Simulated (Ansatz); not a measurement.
`CB(C)N[SiH3]` + `NC[SiH2]Cl` → `CNC[SiH2]Cl` + `CBN[SiH3]`  (substitution at a C–B bond)

Isolated molecules relaxed with PBE0-D4/def2-TZVP in Ansatz; ΔE leaves out vibrations. CBS: MP2 limit from def2 TZ/QZ plus the TZ coupled-cluster correction, frozen cores. DFT in def2-TZVPP. B3LYP here is the variant with VWN-RPA as its local correlation; programs differ in this. Each species was taken in one conformer, which may not be the lowest.

`CB(C)N[SiH3]`:

```xyz
15

C     0.079    1.649   -1.354
B    -0.058    0.369   -0.445
C    -0.899   -0.868   -0.944
N     0.581    0.328    0.817
Si    0.554   -0.969    1.977
H     0.378    1.381   -2.373
H     0.784    2.396   -0.980
H    -0.897    2.139   -1.455
H    -1.852   -0.550   -1.376
H    -1.114   -1.627   -0.186
H    -0.357   -1.370   -1.755
H     1.122    1.140    1.077
H     1.388   -0.540    3.130
H    -0.824   -1.254    2.455
H     1.114   -2.224    1.413
```

`NC[SiH2]Cl`:

Cartesian coordinates in Å:
```
N 0.559 -1.217 0.699
C 0.676 -0.153 -0.286
Si -0.697 1.097 -0.063
Cl -2.504 0.110 -0.234
H 1.296 -1.902 0.591
H -0.323 -1.704 0.599
H 0.695 -0.483 -1.337
H 1.611 0.395 -0.117
H -0.648 2.129 -1.129
H -0.664 1.727 1.276
```

`CNC[SiH2]Cl`:

Z-matrix (Å, degrees):
```
C
N 1 1.447
H 1 1.091 2 109.4
H 1 1.102 2 113.9 3 -121.6
H 1 1.093 2 110.1 3 117.9
C 2 1.450 1 114.0 3 174.0
H 2 1.012 1 109.5 3 51.0
Si 6 1.880 2 114.6 1 72.0
H 6 1.097 2 108.6 1 -172.2
H 6 1.106 2 114.1 1 -53.8
Cl 8 2.066 6 112.2 2 -83.0
H 8 1.485 6 108.8 2 159.9
H 8 1.482 6 111.3 2 37.7
```

`CBN[SiH3]`:

```xyz
12

C     1.000   -0.671   -1.164
B     0.756   -0.867    0.371
N    -0.196   -0.115    1.085
Si   -1.250    1.123    0.458
H     2.047   -0.401   -1.342
H     0.375    0.082   -1.652
H     0.851   -1.621   -1.690
H     1.394   -1.682    0.983
H    -0.281   -0.311    2.072
H    -0.479    2.257   -0.115
H    -2.070    1.615    1.594
H    -2.148    0.591   -0.599
```

```csv
level,ΔE (kJ/mol),difference from CCSD(T)/CBS
PBE-D4,76.0,-2.3
r2SCAN-D4,79.9,1.6
PBE0-D4,77.6,-0.7
B3LYP-D4,74.2,-4.1
ωB97X-V,74.2,-4.1
ωB97M-V,77.9,-0.4
B2PLYP,76.2,-2.1
PBE,76.6,-1.7
r2SCAN,80.1,1.8
PBE0,78.2,-0.1
B3LYP,75.2,-3.1
HF/def2-TZVPP,72.4,-5.9
MP2/def2-TZVPP,78.8,0.5
SCS-MP2/def2-TZVPP,74.6,-3.7
CCSD/def2-TZVPP,76.6,-1.7
CCSD(T)/def2-TZVPP,76.4,-1.9
HF/def2-QZVPP,72.3,-6.0
MP2/def2-QZVPP,79.9,1.6
SCS-MP2/def2-QZVPP,75.8,-2.5
HF/CBS(def2),72.2,-6.1
MP2/CBS(def2),80.8,2.5
CCSD/CBS(def2),78.5,0.2
CCSD(T)/CBS,78.3,0
```

Largest T1 diagnostic among the species: 0.012.

In def2-TZVPP, CCSD(T) changes the Hartree–Fock value by +4.0 kJ/mol (the triples alone add −0.2 kJ/mol) and MP2 by +6.5 kJ/mol.
